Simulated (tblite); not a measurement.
C5H12AlAsO.
SMILES with atom numbers: `[CH:1]#[C:2][Al@@H-:3]([O:4][CH2:5][CH3:6])[AsH2+:7][CH3:8]` (hydrogens: H9 on C1; H10 on Al3; H11, H12 on C5; H13, H14, H15 on C6; H16, H17 on As7; H18, H19, H20 on C8)
Bond orders are those of one Lewis drawing.

Computed with GFN2-xTB (tblite), gas phase: L-BFGS steps from a force-field or distance-geometry start until the largest atomic force falls under 0.01 eV/Å.

Step 83: E = -661.6154 eV
```
atom  x, y, z in Å  |  force x, y, z in eV/Å
C1      1.4375   -3.1065    0.4268    0.078  -0.083  -0.003
C2      0.9768   -2.2300   -0.2712   -0.009   0.069  -0.025
Al3     0.1582   -0.6420   -1.1019   -0.004  -0.072   0.050
O4     -1.4640   -0.3951   -0.9586    0.008   0.015   0.014
C5     -2.8344   -0.1724   -0.8449   -0.078   0.074  -0.029
C6     -3.1464    1.0274    0.0475    0.054  -0.030  -0.033
As7     1.4361    0.6718    0.7907   -0.059   0.002   0.035
C8      3.1087    0.9409   -0.1710    0.037   0.006  -0.063
H9      1.8569   -3.8969    0.9895   -0.027  -0.011  -0.019
H10     0.8795    0.1312   -2.2275   -0.043  -0.016  -0.030
H11    -3.3178   -1.0708   -0.4421    0.062  -0.017   0.070
H12    -3.2430    0.0005   -1.8464   -0.045   0.041  -0.069
H13    -4.2234    1.1368    0.1613    0.068   0.009  -0.019
H14    -2.7343    1.9356   -0.3911   -0.019  -0.050   0.011
H15    -2.6949    0.8838    1.0275    0.006  -0.022   0.015
H16     2.0256   -0.1077    1.9185   -0.059   0.015   0.030
H17     1.5117    1.9374    1.6023    0.012   0.076   0.058
H18     2.9918    1.7656   -0.8743    0.010   0.040  -0.013
H19     3.9375    1.1568    0.5021    0.019  -0.001  -0.008
H20     3.3329    0.0444   -0.7499   -0.009  -0.043   0.029
```

Step 84: E = -661.6182 eV
```
atom  x, y, z in Å  |  force x, y, z in eV/Å
C1      1.4602   -3.0995    0.4254    0.032  -0.041  -0.061
C2      0.9839   -2.2262   -0.2679    0.024   0.000   0.027
Al3     0.1538   -0.6479   -1.1077    0.007  -0.072   0.056
O4     -1.4688   -0.4003   -0.9679    0.011   0.013   0.023
C5     -2.8382   -0.1698   -0.8460   -0.040   0.067  -0.033
C6     -3.1339    1.0319    0.0500    0.037  -0.038  -0.032
As7     1.4232    0.6730    0.7879   -0.122  -0.031   0.101
C8      3.0953    0.9338   -0.1661    0.074   0.022  -0.084
H9      1.8853   -3.8932    0.9801   -0.027   0.016  -0.023
H10     0.8776    0.1173   -2.2379   -0.051  -0.015  -0.021
H11    -3.3224   -1.0681   -0.4413    0.059   0.023   0.057
H12    -3.2483    0.0070   -1.8467   -0.058   0.038  -0.043
H13    -4.2092    1.1535    0.1697    0.067  -0.005  -0.014
H14    -2.7169    1.9379   -0.3887   -0.008  -0.057   0.001
H15    -2.6777    0.8833    1.0277   -0.002  -0.026   0.001
H16     2.0073   -0.1095    1.9204   -0.079   0.046   0.004
H17     1.4981    1.9418    1.5977    0.016   0.057   0.051
H18     2.9815    1.7535   -0.8742    0.007   0.060  -0.045
H19     3.9184    1.1578    0.5095    0.060  -0.001   0.015
H20     3.3256    0.0343   -0.7371   -0.008  -0.056   0.019
```

Step 85: E = -661.6218 eV
```
atom  x, y, z in Å  |  force x, y, z in eV/Å
C1      1.4815   -3.0916    0.4236   -0.015  -0.033  -0.105
C2      0.9930   -2.2195   -0.2627    0.022  -0.003   0.037
Al3     0.1494   -0.6528   -1.1093   -0.002  -0.049   0.038
O4     -1.4749   -0.4044   -0.9766    0.043   0.002   0.016
C5     -2.8439   -0.1675   -0.8477    0.036   0.013  -0.044
C6     -3.1211    1.0341    0.0515   -0.004  -0.017  -0.015
As7     1.4099    0.6810    0.7884   -0.149  -0.054   0.134
C8      3.0832    0.9285   -0.1623    0.062   0.044  -0.076
H9      1.9048   -3.8946    0.9635    0.011  -0.005   0.018
H10     0.8760    0.0973   -2.2493   -0.063  -0.010  -0.001
H11    -3.3246   -1.0666   -0.4369    0.042   0.075   0.013
H12    -3.2556    0.0135   -1.8483   -0.065   0.015   0.012
H13    -4.1936    1.1684    0.1755    0.032  -0.010   0.001
H14    -2.6994    1.9369   -0.3875    0.019  -0.044  -0.009
H15    -2.6624    0.8793    1.0272    0.000  -0.027  -0.007
H16     1.9879   -0.1098    1.9222   -0.095   0.078  -0.021
H17     1.4942    1.9516    1.5976    0.014   0.037   0.047
H18     2.9741    1.7442   -0.8747    0.004   0.063  -0.077
H19     3.9008    1.1585    0.5150    0.113   0.003   0.051
H20     3.3155    0.0242   -0.7220   -0.004  -0.077  -0.012
```

Question: Estimate the geometry and energy of step 86. (The exact step hangs on the optimiser's Hessian estimate; all steps are aligned on step 85, rigid shifts and turns removed.)

Answer: E = -661.6253 eV, largest force 0.165 eV/Å
```
atom  x, y, z in Å  |  force x, y, z in eV/Å
C1      1.5167   -3.0808    0.4176   -0.053  -0.038  -0.128
C2      1.0048   -2.2131   -0.2592    0.072  -0.105   0.105
Al3     0.1424   -0.6634   -1.1181    0.021  -0.034   0.032
O4     -1.4821   -0.4136   -0.9894   -0.002   0.011   0.006
C5     -2.8503   -0.1630   -0.8505    0.114  -0.011  -0.019
C6     -3.1007    1.0402    0.0554   -0.051  -0.021  -0.007
As7     1.3847    0.6820    0.7897   -0.117  -0.017   0.105
C8      3.0651    0.9189   -0.1564    0.045   0.060  -0.036
H9      1.9495   -3.8879    0.9492   -0.017   0.086  -0.028
H10     0.8730    0.0723   -2.2665   -0.078  -0.007   0.020
H11    -3.3316   -1.0610   -0.4350    0.031   0.129  -0.020
H12    -3.2668    0.0257   -1.8491   -0.055  -0.001   0.065
H13    -4.1701    1.1945    0.1887    0.048  -0.033   0.005
H14    -2.6705    1.9379   -0.3849    0.039  -0.037  -0.023
H15    -2.6355    0.8778    1.0278   -0.014  -0.036  -0.039
H16     1.9547   -0.1094    1.9265   -0.092   0.086  -0.015
H17     1.4736    1.9594    1.5943    0.011  -0.001   0.031
H18     2.9587    1.7277   -0.8784    0.011   0.025  -0.069
H19     3.8767    1.1608    0.5256    0.095  -0.010   0.027
H20     3.3023    0.0056   -0.7002   -0.007  -0.047  -0.013
```

The energy changes by -0.0035 eV. The first-order estimate −F·Δx gives -0.0053 eV and the mean of the old and new forces, exact on a quadratic surface, -0.0035 eV. The step makes an angle of 83° with the force vector and moves no atom by more than 0.047 Å.

The cost below is that of the whole relaxation. On one thread of an Arm Neoverse V1, shared host with 32 logical CPUs at a one-minute load of 29, this took 2.1 s.
